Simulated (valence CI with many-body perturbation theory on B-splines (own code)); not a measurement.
**W⁶⁹⁺ in brief**

Method: configuration interaction combined with many-body perturbation theory (CI+MBPT): three valence electrons over a frozen Dirac-Fock core [He], a basis of 11 s, 11 p, 9 d, 7 f, 5 g, 2 h, 1 i functions for each j, with the one-electron correlation potential Σ1 (screened to all orders), the two-electron term Σ2, the three-electron term Σ3, Breit, model QED; selected single and double excitations, second order for the rest (own B-spline code, finite nucleus).

No measured spectrum was set against this ion. As an estimate, large intervals hold to a few tenths of a per cent, small ones and those within an open d or f shell to about a per cent.

Levels are named by their leading jj configuration (3d3/2^4 stands for four electrons in 3d with j = 3/2), which in mixed levels can hold well under half, so a name can repeat and another be missing.

Rates and lifetimes use the calculated energies. Strong lines usually hold to 10 to 20 %, long lifetimes can be off by a factor of two.

(1) What is the ground level?

(2) What are the static dipole polarisabilities of the lowest levels?

(3) What is the ionisation energy?

(4) How well does LS coupling describe the low levels?

(5) Among levels below 978.30 Ry, which E1 lines absorb most strongly from the ground level?

Results:

(1) (2s^2 2p1/2) J=1/2, composition 100 % 2s2 2p 2P°, g = 0.615.

(2) (2s^2 2p1/2) J=1/2 0.000152 bohr³, of which the core gives 2.19e-07.

(3) 18823 eV; NIST lists 18872 ± 3 eV (semi-empirical).

(4) Among the lowest 20 levels the leading LS term, summed over configurations, holds 76 % on average. For single configurations the figures are 75 % in LS and 99 % in jj coupling. Terms mix most in the J = 3/2 level at 150.74 Ry, where the leading one holds 49 %.

(5) to (2s^2 3d3/2) J=3/2 at 0.1106 nm, f = 0.555; to (2s 2p1/2 3p1/2) J=3/2 at 0.1136 nm, f = 0.198; to (2s 2p1/2 2p3/2) J=3/2 at 0.7007 nm, f = 0.171.
